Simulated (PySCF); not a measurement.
Computed data sheet: `C=C(C=O)[C@H](C)C(F)F`

C6H8F2O.
Z-matrix (Å and degrees, GFN2-xTB geometry), rows numbered from 1:
```
C 
C   1  1.3317
C   2  1.4739  1  120.02
O   3  1.2034  2  124.92  1  -177.81
C   2  1.5117  1  124.30  3   179.83
C   5  1.5290  2  112.35  1    61.61
C   5  1.5297  2  110.95  1   -61.89
F   7  1.3541  5  111.24  2   -53.04
F   7  1.3569  5  111.97  2    65.27
H   1  1.0776  2  120.94  3    -0.55
H   1  1.0764  2  122.60  3  -179.72
H   3  1.1061  2  113.69  1     1.71
H   5  1.0965  2  107.10  1  -177.90
H   6  1.0865  5  109.80  2    56.82
H   6  1.0872  5  110.67  2   -63.19
H   6  1.0876  5  110.33  2   176.49
H   7  1.1014  5  112.44  2  -173.96
```

Structural features include: aldehyde, C=C double bond and C–F bond.

From GFN2-xTB geometry:

```
Point group of the GFN2-xTB geometry                  : C1
Rotational constants A, B, C of the GFN2-xTB geometry : 2.190, 1.213, 1.122 GHz
```

From PBE0/def2-SVPD ground state and vertical TDDFT (core frozen in the response) (PySCF):

```
Dipole moment                                                     : 2.68 D
HOMO energy                                                       : -7.79 eV
LUMO energy                                                       : -2.01 eV
HOMO–LUMO gap                                                     : 5.78 eV
Lowest singlet excitation                                         : 3.78 eV (328 nm, f = 0.000)
Strongest line among the 6 lowest singlet transitions             : S2 at 5.99 eV (207 nm, f = 0.225)
Lowest triplet excitation (Tamm–Dancoff)                          : 3.23 eV
Static isotropic polarisability                                   : 76.5 au
Electronic spatial extent ⟨r²⟩ about the centre of nuclear charge : 1180 bohr²
```

From PBE0/pcSseg-1 ground state and GIAO shieldings, non-relativistic (PySCF):

```
Lowest Hirshfeld atomic charge                              : -0.21 e on O4
Highest Hirshfeld atomic charge                             : +0.15 e on C7
13C chemical shifts (computed TMS as zero) by class         : 196.6 (C3), 156.1 (C2), 145.7 (C1), 124.1 (C7), 36.2 (C5), 18.6 (C6) ppm
1H chemical shifts (computed TMS as zero) by class          : 9.73 (H12), 7.19 (H11), 6.48 (H10), 6.17 (H17), 3.71 (H13), 1.16 (H14/H15/H16) ppm
Isotropic shieldings of nuclei other than C and H, by class : -330 (O4), 305 (F8), 324 (F9) ppm
Mayer bond orders between heavy atoms                       : C1–C2 1.90, C2–C3 1.02, C3–O4 1.97, C2–C5 0.97, C5–C6 1.03, C5–C7 0.99, C7–F8 0.97, C7–F9 0.94
```

Monoisotopic mass (most abundant isotopes): 134.0543 u.

The vertical singlet–triplet gap S1 − T1 is 0.55 eV (TDDFT singlet less Tamm–Dancoff triplet; S1: HOMO→LUMO, weight 0.97; T1: HOMO→LUMO, weight 0.94). The polarisability is 11.33 Å³ as a volume (1 au = 0.148185 Å³), or 1.09 au for each of the 70 electrons. No computed singlet falls in the visible range (750 to 380 nm, 1.65 to 3.26 eV); S1 lies 0.52 eV above its blue end. The largest Löwdin shares of the HOMO are 0.59 on O4, 0.16 on C3, 0.09 on C2 and 0.09 on H12. S1 lies 2.00 eV below the HOMO–LUMO gap; its leading configuration is HOMO→LUMO, weight 0.97. A dipole of 2.68 D is allowed in C1, and pure rotational transitions are dipole-allowed. In wavenumbers S1 is 30500 cm⁻¹ (1 eV = 8065.54 cm⁻¹). With B = h/(8π²I), that is 505.379 GHz u Å² over I, the principal moments of inertia are 230.8, 416.5 and 450.5 u Å² (most abundant isotopes); the inertial defect Ic − Ia − Ib is -196.8 u Å² (zero for a rigid planar frame, negative otherwise).

One conformer (not necessarily the lowest) at the GFN2-xTB geometry, without solvent or vibrations. NMR classes are plain means over equivalent atoms (diastereotopic ones count apart unless rotation or inversion swaps them), as if these changed places fast; in this geometry the members of some classes differ.

For the NMR shielding job (PBE0/pcSseg-1), the run took 26 s wall on Arm Neoverse V2, one thread, no GPU, on a shared host, and the process peaked at 0.86 GiB of memory.
